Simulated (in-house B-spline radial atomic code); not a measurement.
RPA and G0W0 on LDA VWN5: W6+

Configuration [Xe] 4f14, mean-field start LDA VWN5. Computed with an all-electron radial atomic-structure program (B-spline basis): all electrons, scalar-relativistic (spin-free one-electron X2C), finite nucleus, each spin shell either full or empty, empty states to l = 9 with an (l + 1/2)⁻⁴ tail; G0W0 by contour deformation at full frequency.

Without the two-electron picture change, the correlation of inner shells comes somewhat too large for so heavy an element.

Command:
```bash
python run_gw.py task.json out
```
Settings (radii: box in bohr, nucleus in fm):
```
Z                        74
electrons                68
configuration            [Xe] 4f14
hamiltonian              x2c
method                   lda,vwn
lmax                     9
rms_radius               5.3658
spin_polarised           False
box_radius               9.29
intervals                66
```

Time taken, with all properties: 2.6 s on 1 thread of AMD EPYC 9R14, with other jobs on the host.

Energies (hartree):

```tsv
term	value
mean-field total	-16125.80505
Hartree-Fock functional on these orbitals	-16131.07707
direct second order	-7.3803
second-order exchange	1.8225
SOSEX correction	1.6933
```

(1) What is the RPA correlation energy, and what remains with SOSEX?

Quasi-particle levels (eV):

| level | occupied | mean field | Σx - vxc | Σc | QP weight | G0W0 |
| --- | --- | --- | --- | --- | --- | --- |
| 4f | yes | -109.53 | -18.48 | ? | ? | ? |
| 5p | yes | -116.51 | -8.77 | -0.73 | 0.962 | -126.01 |
| 5d | no | -71.28 | 8.66 | -1.96 | 0.974 | -64.59 |

G0W0 = mean field + (Σx - vxc) + Σc, with Σc (partial-wave tail included) taken at the quasi-particle energy. Only the outer levels were computed. Levels of low weight are left out.

(2) Where does G0W0 put 4f?

Answers

(1) RPA gives -6.3338 hartree (-2.53 eV per electron); RPA + SOSEX gives -4.6405, and the second-order doubles -5.5578 hartree (no singles). RPA lacks exchange-type terms and so overcorrelates at short range.

(2) At -123.39 eV, with Σc = 4.62 eV and a quasi-particle weight of 0.934. The tabulated removal energy is 122.01 ± 0.06 eV (NIST, semi-empirical); the calculation leaves out spin-orbit coupling, Breit and QED terms, and what these don't explain is the method's own error.
